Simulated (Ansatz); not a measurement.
```yaml
crystal:
  periodic: [false, false, false]
  atoms:
    - {symbol: C, position_ang: [-0.082748, 0.958973, -1.052737]}
    - {symbol: C, position_ang: [0.090373, -0.512038, -0.251228]}
    - {symbol: C, position_ang: [-1.472155, -1.196806, 0.182301]}
    - {symbol: Al, position_ang: [-1.522155, -1.196806, -0.117699]}
    - {symbol: H, position_ang: [-0.663244, 0.628793, -1.843357]}
    - {symbol: H, position_ang: [-0.740620, 1.326706, -0.531273]}
    - {symbol: H, position_ang: [0.858220, 1.414881, -1.292064]}
    - {symbol: H, position_ang: [0.604432, -1.114322, -0.994588]}
    - {symbol: H, position_ang: [0.162792, 0.321233, 1.557548]}
    - {symbol: H, position_ang: [1.266607, -1.138099, 1.339177]}
    - {symbol: H, position_ang: [1.974674, 0.113958, 0.703188]}
    - {symbol: H, position_ang: [-2.566065, -0.273005, 1.282843]}
basis:
  gaussian: {orbitals: cc-pVTZ, point_charges: [{charge: 0.50, position_ang: [6.777, 0.848, 0.672]}]}
magnetization: {spin_polarized: true, initial_magnetization: 1}
hamiltonian: {xc: {name: BLYP}, dispersion: d4}
output: {forces: true}
```

```sh
$ ansatz run in.yaml --threads 4 --pin off --events-out ev --progress --plain --max-ram 10444MiB
```

It prints (some lines left out):

```
Functional definition: BLYP
1245 factors; their error is unknown
mean field evaluation 1: about -8845.8008 eV, gradient 1.5e2 eV
mean field evaluation 2: about -8081.3466 eV, gradient 3.0e2 eV
mean field evaluation 4: about -8814.5364 eV, gradient 1.1e2 eV
mean field evaluation 8: about -8938.8323 eV, gradient 1.2e1 eV
mean field evaluation 16: about -8941.5655 eV, gradient 5.9e-1 eV
mean field evaluation 32: about -8941.5211 eV, gradient 5.1e-4 eV
mean field evaluation 96: about -8941.3259 eV, gradient 2.5e-4 eV
a density is far from that of the atoms, so the factors are made again for it
1408 factors; integrals over basis functions are off by at most 1.5e-3 eV
mean field -8941.52089162 eV, -328.5948319866 hartree, gradient 1.1e-5 eV, S^2 1.424153; 0 other end points of the search recorded, 0 dependent functions left out
reference -8941.52126556 eV, -328.5948457285 hartree; 20, 19 occupied and 216, 217 virtual orbitals, 1408 factors
Total energy: -8942.20354397 eV, -328.6199189977 hartree
Atom 0 at    -0.082748     0.958973    -1.052737 Å, force     6.296213    -5.795719    -1.848131 eV/Å
Atom 1 at     0.090373    -0.512038    -0.251228 Å, force    -0.013215     2.262804    -1.705065 eV/Å
Atom 2 at    -1.472155    -1.196806     0.182301 Å, force  1050.898373     0.721560  6311.205940 eV/Å
Atom 3 at    -1.522155    -1.196806    -0.117699 Å, force -1052.664781    -2.077513 -6310.310751 eV/Å
Atom 4 at    -0.663244     0.628793    -1.843357 Å, force    -0.368518    -0.629090    -2.586969 eV/Å
Atom 5 at    -0.740620     1.326706    -0.531273 Å, force    -5.940555     5.378343     5.708476 eV/Å
Atom 6 at     0.858220     1.414881    -1.292064 Å, force     0.241861     0.542088     0.073816 eV/Å
Atom 7 at     0.604432    -1.114322    -0.994588 Å, force     1.058696    -0.543637     0.478606 eV/Å
Atom 8 at     0.162792     0.321233     1.557548 Å, force    -0.434600     0.031505    -0.804306 eV/Å
Atom 9 at     1.266607    -1.138099     1.339177 Å, force     1.255630     1.641367    -1.681722 eV/Å
Atom 10 at     1.974674     0.113958     0.703188 Å, force     0.201101    -1.658577     1.257236 eV/Å
Atom 11 at    -2.566065    -0.273005     1.282843 Å, force    -0.512504     0.132307     0.203610 eV/Å
Dipole moment:    -0.028632     0.023576    -0.329076 e Å
```

**Question.** Something in this input is off. What?

**Answer.** One atom was put on top of another. The run converged. The result belongs to that input, not to the molecule as meant.
